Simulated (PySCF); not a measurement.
These 4 structures share the formula C8H7F3O. Method used: PySCF, PBE0-D3(BJ)/def2-SVP geometry optimisation, gas phase. One conformer each; no zero-point energy, no entropy. No frequencies were run at this level. Point groups hold within 0.08 Å.

**Question.** Order them by energy at this level, lowest first, and give relative energies in kcal/mol.
A. `[CH2:1]=[C:2]([c:3]1[cH:4][c:5]1=[O:6])[C@H:7]([CH3:8])[C:9]([F:10])([F:11])[F:12]` with C1–C2–C3–C4 -174°, C1–C2–C7–C8 -121°
B. `[O:1]=[C:2]([C@@H:3]1[C@H:4]2[CH:5]=[CH:6][CH2:7][C@@H:8]12)[C:9]([F:10])([F:11])[F:12]` with O1–C2–C3–C4 35°
C. `[CH3:1][c:2]1[cH:3][cH:4][c:5]([O:6][C:7]([F:8])([F:9])[F:10])[cH:11][cH:12]1` with C4–C5–O6–C7 168°
D. `[OH:1][c:2]1[cH:3][cH:4][c:5]([CH2:6][C:7]([F:8])([F:9])[F:10])[cH:11][cH:12]1` with H–O1–C2–C3 1°, C4–C5–C6–C7 -86°

**Answer.** D (0.0), C (3.4), B (40.3), A (69.4).

As drawn, the lowest has an O–H bond, which the highest lacks; the highest has a three-membered ring, which the lowest lacks.

| SMILES | E (Eh) | E rel (kcal/mol) | dipole (D) | point group | A, B, C (MHz) |
| --- | --- | --- | --- | --- | --- |
| Oc1ccc(CC(F)(F)F)cc1 | -682.63077 | 0.0 | 2.59 | – | 2490, 467.3, 440.3 |
| Cc1ccc(OC(F)(F)F)cc1 | -682.62530 | 3.4 | 2.51 | C1 | 2732, 476.5, 437.9 |
| O=C([C@@H]1[C@H]2C=CC[C@H]21)C(F)(F)F | -682.56648 | 40.3 | 3.41 | C1 | 2098, 530.3, 514.4 |
| C=C(c1cc1=O)[C@H](C)C(F)(F)F | -682.52025 | 69.4 | 4.09 | C1 | 1684, 583.7, 555.9 |
